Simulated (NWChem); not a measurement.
# MgSiH4; SMILES [MgH][SiH3]

```xyz
6

Mg    -0.1833    -1.4536    -0.0024
H     -0.2413    -3.1676    -0.0034
Si    -0.0987     1.1374    -0.0010
H      1.2871     1.6852     0.2662
H     -0.9928     1.7615     1.0491
H     -0.5307     1.7467    -1.3177
```
Atoms are numbered in this order, from 1.

Coordinates come from a PBE-D3(BJ)/def2-SVP optimisation.

 Unshifted, non-relativistic core excitations; the lowest 4 roots alone, so stronger bands may lie above.

Question: List the first Si K-edge excitations from BHandHLYP/6-311G** (spherical d), restricted-window TDA (NWChem).

Answer: 
| state | energy (eV) | dipole oscillator strength | leading excitation (squared amplitude) |
|---|---|---|---|
| S1 | 1822.4 | 0.0014 | 1s of atom 3 or its equivalents → LUMO+2 (0.92) |
| S2 | 1822.5 | 0.0015 | 1s of atom 3 or its equivalents → LUMO (0.71) |
| S3 | 1822.5 | 0.0015 | 1s of atom 3 or its equivalents → LUMO+1 (0.70) |
| S4 | 1824.4 | 0.0034 | 1s of atom 3 or its equivalents → LUMO+6 (0.63) |
